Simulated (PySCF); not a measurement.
ClHSSi, SMILES [Si](Cl)S (connectivity only; charge and spin as stated), neutral, multiplicity 1.

The structure is a stationary point at PBE0-D3(BJ)/def2-TZVP. Other conformers were not sampled.

These are TDDFT-ωB97X/def2-SVPD in PySCF values and carry that method's errors.

Vertical excitations.  State labels are in the subgroup Cs.

```tsv
state	symmetry	energy (eV)	λ (nm)	f	main pairs
S1	A"	3.68	337	0.023	HOMO→LUMO 100 %
S2	A'	5.29	234	0.035	HOMO−1→LUMO 89 %
S3	A"	6.14	202	0.005	HOMO−2→LUMO 98 %
S4	A'	6.27	198	0.147	HOMO→LUMO+1 68 %, HOMO→LUMO+3 22 %
S5	A'	6.75	184	0.213	HOMO→LUMO+2 85 %
S6	A"	6.89	180	0.005	HOMO−1→LUMO+2 53 %, HOMO−4→LUMO 27 %
S7	A'	6.94	179	0.074	HOMO−3→LUMO 60 %, HOMO→LUMO+3 14 %, HOMO→LUMO+1 12 %
S8	A"	7.04	176	0.000	HOMO−4→LUMO 62 %, HOMO−1→LUMO+2 18 %, HOMO−1→LUMO+1 12 %
S9	A'	7.15	173	0.309	HOMO→LUMO+3 47 %, HOMO−3→LUMO 28 %, HOMO→LUMO+1 8 %, HOMO→LUMO+7 7 %
S10	A"	7.27	170	0.024	HOMO−1→LUMO+1 81 %
T1	A"	2.37	523	0	HOMO→LUMO 96 %
T2	A'	4.33	286	0	HOMO−1→LUMO 97 %
T3	A'	4.93	252	0	HOMO→LUMO+1 73 %, HOMO→LUMO+2 12 %
T4	A"	5.89	211	0	HOMO−2→LUMO 89 %
```
Triplets are in the Tamm–Dancoff approximation, which puts them higher than full response would, so one can lie above its singlet here.
